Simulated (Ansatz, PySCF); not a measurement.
Bond length at the minimum of diatomics with an s-block metal, at UKS-B3LYP/6-31G* and at FCI.

Values in Å, from Ansatz (a first-principles code) and PySCF. Where two bases are given, the first is that of UKS-B3LYP/6-31G*. Full CI is exact in its basis, with frozen cores. Scans on which UKS-B3LYP/6-31G* failed, held another spin at the minimum or broke off are missing, so the means are lower bounds.

| system | basis | UKS-B3LYP/6-31G* | FCI | UKS-B3LYP/6-31G* − FCI |
|---|---|---|---|---|
| LiNa singlet | 6-31G* / aug-cc-pVDZ | 2.884 | 2.968 | -0.085 |
| BrNa singlet | 6-31G* / cc-pVDZ | 2.518 | 2.555 | -0.036 |
| FNa singlet | 6-31G* / def2-SVP | 1.888 | 1.900 | -0.012 |
| BeBr cation triplet | 6-31G* / cc-pVDZ | 2.272 | 2.264 | 0.008 |
| BrLi triplet | 6-31G* / cc-pVDZ | 4.955 | 4.415 | 0.540 |
| BeCl cation singlet | 6-31G* / cc-pVDZ | 1.725 | 1.742 | -0.018 |
| ClLi singlet | 6-31G* / cc-pVDZ | 2.054 | 2.085 | -0.030 |
| LiSe cation triplet | 6-31G* / aug-cc-pVDZ | 2.617 | 2.675 | -0.058 |
| BeGa anion triplet | 6-31G* / aug-cc-pVDZ | 2.271 | 2.339 | -0.069 |
| BrNa singlet | 6-31G* / cc-pVDZ | 2.518 | 2.553 | -0.036 |

The mean difference from FCI is 0.020 Å (median -0.033) and the mean absolute one 0.089 Å (median 0.036); UKS-B3LYP/6-31G* lies above in 2 and below in 8 of 10 cases. It is closest for BeBr cation triplet (0.008), FNa singlet (-0.012), BeCl cation singlet (-0.018) and furthest off for BrLi triplet (0.540), LiNa singlet (-0.085), BeGa anion triplet (-0.069).
